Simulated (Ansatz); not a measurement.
Job for Ansatz (a quantum-chemistry and plane-wave program): U-BLYP/def2-TZVPP on FeHO (SMILES [OH][Fe]), 2S+1 = 2, a spin state set in the input, which need not be the lowest.

Ansatz 0.2 input:
```yaml
crystal:
  periodic: [false, false, false]
  atoms:
    - {symbol: Fe, position_ang: [-0.84892683, -0.65730041, -0.84006514]}
    - {symbol: O, position_ang: [0.27275604, -0.10975704, 0.41264343]}
    - {symbol: H, position_ang: [0.54300206, 0.81442906, 0.35710208]}
basis:
  gaussian:
    orbitals: def2-TZVPP
hamiltonian:
  xc: {name: BLYP}
magnetization: {spin_polarized: true, initial_magnetization: 1}
```

Output:

```
WARN ansatz: RAYON_NUM_THREADS=1 ignored (pool sized by the plan → 1); use --threads N
Functional definition: BLYP
integrals: 0.03 GiB planned
681 factors; their error is unknown
mean field: 0.32 GiB planned
mean field evaluation 1: about -36434.4635 eV, gradient 7.8e1 eV
mean field evaluation 2: about -36087.8322 eV, gradient 2.7e2 eV
mean field evaluation 4: about -36357.0549 eV, gradient 1.8e2 eV
mean field evaluation 8: about -36451.2431 eV, gradient 1.2e1 eV
mean field evaluation 16: about -36451.9489 eV, gradient 2.4e-2 eV
mean field evaluation 32: about -36451.9515 eV, gradient 4.3e0 eV
mean field evaluation 64: about -36451.9941 eV, gradient 2.3e-5 eV
mean field evaluation 96: about -36451.7720 eV, gradient 1.6e0 eV
mean field evaluation 128: about -36451.9492 eV, gradient 8.9e-5 eV
mean field evaluation 160: about -36451.9492 eV, gradient 3.4e-3 eV
mean field evaluation 192: about -36451.9457 eV, gradient 1.6e-1 eV
mean field evaluation 224: about -36451.9922 eV, gradient 5.1e-1 eV
mean field evaluation 256: about -36451.9933 eV, gradient 1.6e-2 eV
mean field evaluation 288: about -36451.9924 eV, gradient 6.8e-2 eV
mean field evaluation 320: about -36451.9933 eV, gradient 3.3e-3 eV
mean field evaluation 352: about -36451.2358 eV, gradient 5.3e0 eV
mean field evaluation 384: about -36451.8993 eV, gradient 7.5e-1 eV
mean field evaluation 416: about -36451.9924 eV, gradient 3.7e-2 eV
mean field -36451.99406521 eV, -1339.5860738473 hartree, gradient 5.7e-6 eV, S^2 1.825657; 17 other end points of the search recorded, 0 dependent functions left out
reference -36451.99431706 eV, -1339.5860831027 hartree; 18, 17 occupied and 91, 92 virtual orbitals, 681 factors
Total energy: -36451.99431706 eV, -1339.5860831027 hartree
```

The run converged. Its determinant has ⟨S²⟩ = 1.83, a mixture of spin states.

Cost: around 50 core-seconds (rough).
